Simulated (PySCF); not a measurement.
# Two-component Hartree-Fock for Eu²⁸⁺ (europium, charge +28)

Start: [Ar] 3d10 4s2 4p5; 4p1/2 filled at m_j = -1/2, +1/2; 4p3/2 filled at m_j = -1/2, +1/2, +3/2. Calculated with PySCF 2.14 in an uncontracted even-tempered set (17 s from 2.4 bohr⁻², ratio 2.8; 14 p from 3.1 bohr⁻², ratio 2.8; 8 d from 5.6 bohr⁻², ratio 2.8; 4 f from 17 bohr⁻², ratio 3): generalised Hartree-Fock with the X2C-1e Hamiltonian and a Gaussian nucleus; one run each with spin-orbit coupling (SO) switched off, then screened by Boettger's factors.

```
spinor shell  electrons  ε, spin-free (eV)  ε, screened SO (eV)  weight of nominal j (screened SO)  rms radius, screened SO (bohr)
       1s1/2          2           -49742.2             -49732.9                              1.000                          0.0254
       2s1/2          2            -9102.4              -9099.1                              1.000                           0.103
       2p1/2          2            -8212.1              -8668.8                              1.000                          0.0881
       2p3/2          4            -8212.1              -8014.8                              1.000                          0.0944
       3s1/2          2            -2775.1              -2773.7                              1.000                           0.263
       3p1/2          2            -2491.2              -2588.6                              1.000                           0.254
       3p3/2          4            -2491.2              -2447.9                              1.000                           0.267
       3d3/2          4            -2116.2              -2133.5                              1.000                           0.238
       3d5/2          6            -2116.2              -2103.1                              1.000                           0.242
       4s1/2          2            -1196.9              -1196.3                              1.000                           0.558
       4p1/2          2            -1089.2              -1116.9                              0.998                           0.564
       4p3/2          3            -1089.2              -1076.7                              0.999                           0.587
```

```tsv
quantity	spin-free	screened SO
E (hartree)	-10447.69085	-10454.78556
M_J	3/2	3/2
⟨J²⟩	3.752	3.751
⟨L²⟩	2.001	2.037
⟨S²⟩	0.750	0.786
```

Each row is a mean over spinors that exchange with the open shell spreads, by up to 10.082 eV (4s1/2).

Breit and QED terms are absent; they matter most for the inner s and p1/2 levels.

Densities and radii are taken from the X2C orbitals without a picture-change correction, which distorts them close to the nucleus.

Without spin-orbit coupling the j labels of p, d and f shells carry no meaning; the spin-free column gives the mean over the occupied spinors of each nl shell.
